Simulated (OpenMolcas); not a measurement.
# Cu2+: effect of the IPEA shift

```
Program             : OpenMolcas
Basis               : ANO-RCC-VTZP [6s5p3d2f1g]
Scalar Hamiltonian  : DKH2, point nucleus
Active space        : 9 electrons in 9 orbitals (RAS2 3d 4s; RAS3 4p, at most 2 electrons)
State averaging     : 2S+1 = 2 even, 30 roots; 2S+1 = 4 even, 10 roots kept (CI in the orbitals of an earlier block); 2S+1 = 2 odd, 21 roots; 2S+1 = 4 odd, 24 roots kept (CI in the orbitals of an earlier block)
Spin-orbit coupling : state interaction with AMFI integrals over the reference wave functions, term energies averaged over their components
```

Methods on the same reference wave functions:
A. RASSCF
B. MS-RASPT2, IPEA 0 Eh, imaginary shift 0.1 Eh (closed shells correlated: 3s 3p)
C. MS-RASPT2, IPEA 0.25 Eh, imaginary shift 0.1 Eh (closed shells correlated: 3s 3p)

Energies in cm-1 above 3d9 2D 5/2, the measured ground level; measured values from Sugar and Musgrove, J. Phys. Chem. Ref. Data 19, 527 (1990).

```json
{"Level": "3d9 2D 5/2", "A": "0.0", "B": "0.0", "C": "0.0", "Measured": "0.0"}
{"Level": "3d9 2D 3/2", "A": "2191", "B": "2190", "C": "2190", "Measured": "2072"}
{"Level": "3d8 4s 4F 9/2", "A": "35454", "B": "62770", "C": "63510", "Measured": "60805"}
{"Level": "3d8 4s 4F 7/2", "A": "36660", "B": "63950", "C": "64690", "Measured": "62065"}
{"Level": "3d8 4s 4F 5/2", "A": "37706", "B": "65010", "C": "65740", "Measured": "63149"}
{"Level": "3d8 4s 4F 3/2", "A": "38443", "B": "65740", "C": "66480", "Measured": "63887"}
{"Level": "3d8 4s 2F 7/2", "A": "41472", "B": "67830", "C": "68650", "Measured": "67017"}
{"Level": "3d8 4s 2F 5/2", "A": "43394", "B": "69710", "C": "70530", "Measured": ""}
{"Level": "3d8 4s 2D 5/2 [68 %]", "A": "56043", "B": "79790", "C": "80580", "Measured": "77968"}
{"Level": "3d8 4s 2D 3/2", "A": "56442", "B": "80240", "C": "80980", "Measured": "78780"}
{"Level": "3d8 4s 4P 5/2 [69 %]", "A": "58952", "B": "82500", "C": "83400", "Measured": "80552"}
{"Level": "3d8 4s 4P 3/2", "A": "59061", "B": "82520", "C": "83470", "Measured": "80306"}
{"Level": "3d8 4s 4P 1/2", "A": "59316", "B": "82740", "C": "83710", "Measured": "80424"}
```

Deviations, from unrounded energies. A percentage is the sum of absolute deviations over the sum of measured energies, with the sign that they share, or ± where signs differ.

```tsv
Against measurement	Levels	A	B	C
mean absolute deviation (cm-1)	11	21000	1700	2400
fine structure of the ground term (%)	1	+5.7	+5.7	+5.7
other configurations (%)	10	-32.9	+2.5	+3.7
```

B lies closest to measurement on these levels and A furthest from it. The largest miss of B in the table is 3d8 4s 4P 1/2, by +2300 cm-1. The ranking rests on the paired levels alone, and a cruder setting can come out closer through cancelling errors.

Between B and C the level of the table that moves most is 3d8 4s 4P 1/2, by 970 cm-1 (lowest in B, highest in C). Moves below CASPT2's spread within the term are not significant.

The mean deviations of B to C differ by less than CASPT2's widest spread within a term (1100 cm-1), so their order carries little weight.

The lowest spin-free term lies below A's lowest term by 0.773 hartree in B, 0.770 hartree in C.

CASPT2 breaks the degeneracy within a term, and the mean is taken; among the terms shown or strongly mixed into the levels shown the widest spread is 1100 cm-1 (3d8 4s 2F, C). Some levels mix across a computed gap that differs much from the measured one, so their mixing is not that of the real levels. Terms from blocks run as CI alone lack orbitals of their own. A single d shell beside an s shell can misplace configurations of different d count against each other. Without dynamic correlation excited terms often stand tens of per cent too high (terms of higher spin than the ground term too low), and those without a measured partner can miss by more than the paired ones (holds for A). Measured partners are found by configuration, term and J. A level has none where our copy of the source lacks it or the pairing is in doubt (some pairs that miss far off the trend of their configuration count as doubtful), and it then counts in no deviation. Only configurations of the active space appear. Levels that lie high or do not pair safely by name in every column are left out.

A share in square brackets marks a mixed level and gives the weight of the term that names it, the lowest over the columns.
